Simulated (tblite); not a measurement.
C5H9ClO3Si.
Numbering: `[CH3:1][O:2][C:3](=[O:4])[CH2:5][C:6](=[O:7])[SiH2:8][CH2:9][Cl:10]` (hydrogens: H11, H12, H13 on C1; H14, H15 on C5; H16, H17 on Si8; H18, H19 on C9)

Computed with GFN2-xTB (tblite), gas phase: L-BFGS steps from a force-field or distance-geometry start until the largest atomic force falls under 0.01 eV/Å.

Step 54: E = -918.3943 eV
```
atom  x, y, z in Å  |  force x, y, z in eV/Å
C1      2.6862   -1.7630   -0.6445   -0.011  -0.014   0.006
O2      2.3927   -0.3851   -0.4274    0.043   0.018   0.003
C3      1.1994   -0.0811    0.0625    0.005  -0.006  -0.017
O4      0.3371   -0.8927    0.3037   -0.017   0.003   0.013
C5      1.0314    1.3990    0.2826   -0.053  -0.013  -0.023
C6     -0.4581    1.6980    0.2269   -0.040   0.023   0.007
O7     -0.9000    2.5326   -0.5225    0.028   0.034  -0.001
Si8    -1.6301    0.6778    1.3664   -0.005   0.032   0.005
C9     -2.8103   -0.2994    0.2282    0.075   0.018  -0.035
Cl10   -4.1038   -0.9990    1.2290   -0.031  -0.047   0.029
H11     2.3749   -2.0582   -1.6467   -0.035   0.019  -0.030
H12     2.1633   -2.3741    0.0908   -0.025  -0.046   0.019
H13     3.7624   -1.8785   -0.5434    0.018   0.044   0.006
H14     1.5931    1.9718   -0.4590    0.022  -0.049   0.045
H15     1.3934    1.6449    1.2838   -0.024  -0.006  -0.034
H16    -2.4617    1.7076    2.0060    0.020   0.007   0.008
H17    -0.9496   -0.1107    2.3868   -0.026   0.008  -0.044
H18    -2.3293   -1.1231   -0.2921    0.013  -0.026   0.026
H19    -3.3010    0.3423   -0.5028    0.041   0.001   0.018
```

Step 55: E = -918.3958 eV
```
atom  x, y, z in Å  |  force x, y, z in eV/Å
C1      2.6796   -1.7648   -0.6482   -0.005  -0.025   0.008
O2      2.3874   -0.3879   -0.4287    0.011   0.033   0.004
C3      1.1956   -0.0819    0.0647    0.002   0.000   0.003
O4      0.3329   -0.8906    0.3157    0.019   0.005  -0.008
C5      1.0301    1.3989    0.2807   -0.060   0.009  -0.016
C6     -0.4595    1.7022    0.2315   -0.029   0.024  -0.002
O7     -0.9018    2.5413   -0.5127    0.035   0.025   0.005
Si8    -1.6317    0.6821    1.3715    0.005   0.034  -0.008
C9     -2.7990   -0.3038    0.2271    0.081   0.019  -0.060
Cl10   -4.0979   -1.0058    1.2173   -0.044  -0.049   0.036
H11     2.3681   -2.0586   -1.6498   -0.057   0.011  -0.054
H12     2.1615   -2.3783    0.0872   -0.054  -0.054   0.035
H13     3.7548   -1.8824   -0.5505    0.063   0.053   0.014
H14     1.5922    1.9723   -0.4604    0.010  -0.064   0.035
H15     1.3942    1.6470    1.2805   -0.021  -0.011  -0.019
H16    -2.4664    1.7140    2.0033    0.012   0.003   0.004
H17    -0.9551   -0.0993    2.4000   -0.023   0.005  -0.050
H18    -2.3108   -1.1271   -0.2877    0.022  -0.027   0.040
H19    -3.2841    0.3319   -0.5132    0.034   0.010   0.035
```

Step 56: E = -918.3976 eV
```
atom  x, y, z in Å  |  force x, y, z in eV/Å
C1      2.6705   -1.7676   -0.6531    0.005  -0.032   0.007
O2      2.3812   -0.3911   -0.4307   -0.035   0.032   0.007
C3      1.1914   -0.0830    0.0676   -0.003   0.003   0.029
O4      0.3297   -0.8890    0.3319    0.053   0.009  -0.033
C5      1.0273    1.3985    0.2776   -0.050   0.028   0.001
C6     -0.4618    1.7081    0.2375   -0.008   0.028  -0.016
O7     -0.9038    2.5539   -0.4994    0.036   0.019   0.009
Si8    -1.6346    0.6889    1.3780    0.013   0.029  -0.024
C9     -2.7825   -0.3096    0.2251    0.060   0.007  -0.061
Cl10   -4.0905   -1.0157    1.2022   -0.034  -0.036   0.022
H11     2.3570   -2.0582   -1.6547   -0.069   0.004  -0.058
H12     2.1575   -2.3844    0.0829   -0.074  -0.045   0.037
H13     3.7452   -1.8868   -0.5596    0.094   0.054   0.014
H14     1.5918    1.9716   -0.4618   -0.009  -0.073   0.009
H15     1.3949    1.6493    1.2750   -0.019  -0.016   0.008
H16    -2.4748    1.7216    2.0003    0.000   0.003  -0.001
H17    -0.9636   -0.0831    2.4165   -0.010  -0.004  -0.049
H18    -2.2846   -1.1328   -0.2806    0.030  -0.028   0.052
H19    -3.2602    0.3187   -0.5264    0.020   0.017   0.047
```

Task: Estimate the geometry and energy of step 57. (The exact step hangs on the optimiser's Hessian estimate; all steps are aligned on step 56, rigid shifts and turns removed.)

Result: E = -918.3994 eV, largest force 0.098 eV/Å
```
atom  x, y, z in Å  |  force x, y, z in eV/Å
C1      2.6617   -1.7708   -0.6576    0.014  -0.028   0.005
O2      2.3757   -0.3934   -0.4328   -0.067   0.010   0.008
C3      1.1880   -0.0839    0.0705   -0.003   0.005   0.045
O4      0.3291   -0.8889    0.3466    0.057   0.009  -0.045
C5      1.0236    1.3981    0.2744   -0.020   0.029   0.023
C6     -0.4643    1.7139    0.2425    0.015   0.034  -0.023
O7     -0.9052    2.5669   -0.4866    0.029   0.021   0.003
Si8    -1.6378    0.6963    1.3832    0.017   0.019  -0.034
C9     -2.7660   -0.3150    0.2228    0.023  -0.012  -0.033
Cl10   -4.0836   -1.0257    1.1884   -0.005  -0.012  -0.005
H11     2.3445   -2.0573   -1.6601   -0.059   0.001  -0.031
H12     2.1521   -2.3907    0.0794   -0.072  -0.015   0.017
H13     3.7370   -1.8896   -0.5674    0.086   0.046   0.006
H14     1.5921    1.9694   -0.4627   -0.028  -0.069  -0.026
H15     1.3950    1.6510    1.2694   -0.021  -0.018   0.040
H16    -2.4839    1.7278    1.9981   -0.011   0.008  -0.009
H17    -0.9726   -0.0674    2.4301    0.009  -0.018  -0.040
H18    -2.2587   -1.1387   -0.2724    0.035  -0.027   0.055
H19    -3.2365    0.3074   -0.5374    0.001   0.018   0.044
```

The energy changes by -0.0018 eV. The first-order estimate −F·Δx gives -0.0025 eV and the mean of the old and new forces, exact on a quadratic surface, -0.0018 eV. The step makes an angle of 82° with the force vector and moves no atom by more than 0.028 Å.

The cost below is that of the whole relaxation. On one thread of an Arm Neoverse V1, on a shared host, this took 1.5 s of wall time.
